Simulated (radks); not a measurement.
The numbers below are computed, except where a source is named.
Orbital eigenvalues (eV) of the gallium ion Ga28+, [He] 2s1, at several levels of relativity; Dirac values are averaged over j with weights 2j + 1. Spin-unpolarised spherical Kohn-Sham, PBEsol, point nucleus unless stated (finite: rms radius 3.9973 fm), a radial shooting solver on a logarithmic mesh with Libxc functionals. A level marked "c x" has the speed of light scaled by that factor.

shell  non-rel.  scalar-rel.  Dirac, finite nucleus  Dirac, c x 3  change of magnitude, last against first (%)
1s       -12183       -12338                 -12337        -12200                                        +0.14
2s      -2880.9      -2926.3                -2926.1       -2885.8                                        +0.17
